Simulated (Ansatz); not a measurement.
Cost and result for the atomization energy of `C=C[SiH2][NH][GeH3]` (14 atoms, 13 bonds).

Cartesian coordinates in Å:
```
C -0.982 -2.409 -1.465
C -0.344 -1.821 -0.455
Si 0.399 -0.125 -0.605
N -0.264 0.960 0.552
Ge 0.618 2.219 1.559
H -1.419 -3.401 -1.383
H -1.091 -1.917 -2.429
H -0.268 -2.358 0.490
H 0.173 0.292 -2.022
H 1.864 -0.143 -0.343
H -1.270 1.037 0.578
H 2.073 1.751 1.688
H -0.062 2.303 2.938
H 0.572 3.612 0.898
```

The species carries charge 0 and has multiplicity 1. Correlated methods include outer-core shells of Ge, which these sets cover unevenly. Scalar relativity is left out up to krypton. Geometry: relaxed with PBE0-D4/def2-TZVP. It is one conformer, not always the lowest. Program: Ansatz. All runs use 2 threads of an AMD EPYC 7R13 on a shared host and a share of an NVIDIA H100 80 GB. Times are those of one run each, without the atoms' runs, and a repeat can differ threefold. Electronic energies, without spin–orbit coupling; frozen cores. CCSD(T)/CBS adds CCSD(T) − MP2 in def2-TZVPP to the MP2 limit, and its time is that of the two runs behind it. T1 = 0.011. With those shells the extrapolation isn't a true limit. B3LYP takes the VWN-RPA correlation (the form of Gaussian; ORCA's B3LYP/G). HSE06 is the plane-wave form, built on full-range PBE exchange.

CCSD(T)/CBS is a level of theory with its own doubt, some kJ/mol a heavy atom from the limit and from the frozen cores, so smaller differences don't rank the functionals.

```
                             level  functions  wall time  atomization (kcal/mol)  difference from CCSD(T)/CBS  per bond
   PBE-D4/def2-TZVPP (with forces)        309      2.3 s                  1161.5                          5.1       0.4
              revPBE-D4/def2-TZVPP        309      3.1 s                  1138.1                        -18.3      -1.4
 B3LYP-D4/def2-TZVPP (with forces)        309      3.1 s                  1154.6                         -1.8      -0.1
                BLYP-D4/def2-TZVPP        309      3.3 s                  1147.9                         -8.5      -0.7
r2SCAN-D4/def2-TZVPP (with forces)        309      3.6 s                  1152.0                         -4.4      -0.3
               BHLYP-D4/def2-TZVPP        309      3.9 s                  1131.0                        -25.4      -2.0
                  CCSD(T)/def2-SVP        137      4.2 s                  1085.8                        -70.6      -5.4
             r2SCANh-D4/def2-TZVPP        309      4.5 s                  1146.7                         -9.7      -0.7
           CAM-B3LYP-D4/def2-TZVPP        309      5.5 s                  1159.5                          3.1       0.2
               HSE06-D4/def2-TZVPP        309      6.5 s                  1149.3                         -7.1      -0.5
                    MP2/def2-QZVPP        600      6.5 s                  1149.2                         -7.2      -0.5
                CCSD(T)/def2-TZVPP        309        8 s                  1128.7                        -27.7      -2.1
                 CCSD(T)/CBS(def2)          –       15 s                  1156.4                          0.0       0.0
```

In def2-TZVPP, CCSD(T) changes the Hartree–Fock value by +282.7 kcal/mol (the triples alone add +15.0 kcal/mol) and MP2 by +286.8 kcal/mol; breaking electron pairs costs correlation energy, which Hartree–Fock lacks. The D4 term adds +11.8 kcal/mol with B3LYP and +6.3 kcal/mol with PBE0; it sums over pairs of atoms, weighted by their polarisabilities, and B3LYP, whose exchange is more repulsive, gets the larger term. From r2SCAN to r2SCAN0 (25 % exact exchange), in def2-TZVPP and without D4, the atomization energy moves by −13.0 kcal/mol: exact exchange takes away binding that semilocal exchange gives to molecules.

For some Ge, Se and Sn compounds the MP2-based and the directly extrapolated limit differ by 10 to 25 kJ/mol.
